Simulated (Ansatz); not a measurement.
Geometry optimisation, UKS PBE/def2-SVP in Ansatz 0.2.0.

Input:

```yaml
crystal:
  periodic: [false, false, false]
  atoms:
    - { symbol: Hf, position_ang: [0.021282, 0.035576, -0.058751] }
    - { symbol: Cl, position_ang: [0.072773, 0.123165, 2.409941] }
    - { symbol: Cl, position_ang: [2.202907, 0.00196, -0.902223] }
    - { symbol: Cl, position_ang: [-1.099018, 1.908349, -0.901173] }
    - { symbol: F, position_ang: [-0.885059, -1.533815, -0.637593] }
    - { symbol: Cl, position_ang: [-0.055985, -0.094634, 5.6321] }
magnetization:
  spin_polarized: true
  initial_magnetization: 1
basis:
  gaussian: { orbitals: def2-SVP }
hamiltonian:
  xc: pbe
relax:
  f_tol: 0.03
  max_steps: 50
output:
  orbitals: {}
```

Launched with:

```bash
$ ansatz run input.yaml --threads 4 --pin off --max-ram 5120MiB --backend cpu --events-out ev --progress --plain --runs-dir out
```

Q: Where does it end, and by what steps?

A: It converged. After 22 steps the energy has fallen by 1.091 eV; Cl6 moved furthest, 2.64 Å. Joined: Hf1–Cl6 (5.69 → 2.54 Å).

| step | energy less start (eV) | largest force component (eV/Å) | accepted |
| --- | --- | --- | --- |
| 0 | 0.0000 | 1.355 | yes |
| 1 | -0.0268 | 1.608 | yes |
| 2 | -0.0925 | 0.281 | yes |
| 3 | -0.0988 | 0.103 | yes |
| 4 | -0.1055 | 0.099 | yes |
| 5 | -0.1237 | 0.068 | yes |
| 6 | -0.1320 | 0.211 | yes |
| 7 | -0.1592 | 0.140 | yes |
| 8 | -0.1863 | 0.309 | yes |
| 9 | -0.2132 | 0.368 | yes |
| 10 | -0.2455 | 0.246 | yes |
| 11 | -0.2761 | 0.100 | yes |
| 12 | -0.3087 | 0.117 | yes |
| 13 | -0.3455 | 0.165 | yes |
| 14 | -0.4005 | 0.259 | yes |
| 15 | -0.5209 | 0.474 | yes |
| 16 | -0.7305 | 0.682 | yes |
| 17 | -0.9571 | 0.456 | yes |
| 18 | -1.0219 | 0.459 | yes |
| 19 | -1.0649 | 0.372 | yes |
| 20 | -1.0892 | 0.116 | yes |
| 21 | -1.0910 | 0.056 | yes |
| 22 | -1.0912 | 0.015 | yes |

```xyz
6
Properties=species:S:1:pos:R:3
Hf -0.017 -0.029 0.660
Cl 0.919 1.557 2.467
Cl 2.022 -0.348 -0.451
Cl -1.316 1.581 -0.440
F -0.945 -1.639 0.226
Cl -0.407 -0.682 3.080
```

Whether the end is a true minimum wasn't checked by a vibrational analysis.

Run time: 110 s on 4 threads of Arm Neoverse V1, on a shared host, peak memory 0.33 GiB.
